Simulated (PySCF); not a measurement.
Below is a simulated gas-phase Si 2p photoelectron spectrum of `[SiH3][AsH][SiH3]`.

Every computed line was given a Gaussian of 1.0 eV full width at half maximum and an area set by the number of equivalent atoms (split 2:1 within a doublet); the highest printed point is 100. Level of theory: delta-SCF UKS SCAN, pcX-2 on the ionised atom, pcseg-1 elsewhere, spin-free X2C (PySCF).

binding energy (eV), intensity and a bar:
```
    105.3          0 
    105.4          1 
    105.5          1 
    105.6          3 #
    105.7          5 #
    105.8          9 ###
    105.9         14 ####
    106.0         21 ######
    106.1         31 #########
    106.2         42 #############
    106.3         55 ################
    106.4         68 ####################
    106.5         80 ########################
    106.6         90 ###########################
    106.7         97 #############################
    106.8        100 ##############################
    106.9        100 ##############################
    107.0         96 #############################
    107.1         90 ###########################
    107.2         82 #########################
    107.3         73 ######################
    107.4         63 ###################
    107.5         53 ################
    107.6         43 #############
    107.7         34 ##########
    107.8         25 ########
    107.9         18 ######
    108.0         13 ####
    108.1          8 ##
    108.2          5 ##
    108.3          3 #
    108.4          2 
    108.5          1 
    108.6          0 
    108.7          0 
    108.8          0
```

Task: Count the maxima, the lines and the sites behind this envelope.

Result: The curve has 1 maximum (at 106.8 eV). Under it lie 2 lines from 1 inequivalent silicon site, drawn as a 2p3/2, 2p1/2 pair. At this width some lines have no maximum of their own.

Task: Decompose the envelope and assign each component. Numbering: `[SiH3:1][AsH:2][SiH3:3]`.

Result: 
```
position (eV)  relative area      line    atoms   environment
       106.71           1.33  Si 2p3/2  Si1/Si3  SiH3 silicon
       107.33           0.67  Si 2p1/2  Si1/Si3  SiH3 silicon
```

Task: What are the centre and the root-mean-square width of the whole band?

Result: The area-weighted mean of the lines is 106.91 eV. Their own spread about it is 0.29 eV (rms) and each Gaussian has σ = 1.0/2.355 = 0.42 eV; the variances add, which gives 0.52 eV.

Shake-up satellites, vibrational structure and lifetime widths aren't simulated. Topologically equivalent atoms share the value of their first member; where this conformer doesn't relate them by symmetry, their own values could differ. Spin–orbit coupling isn't in the SCF: each 2p doublet comes from a relaxed spin-free hole plus a matrix of the shell (mean-field spin–orbit coupling and the ground-state 2p splitting), with 2p3/2 averaged over its two sublevels. 2p1/2 minus 2p3/2 (ligand field included): Si 0.62 eV. Geometry: PBE0-D3(BJ)/def2-SVP; no solvent, vibrations or thermal averaging.

The run took 12 s of wall time on Arm Neoverse V1, one thread, on a shared host.
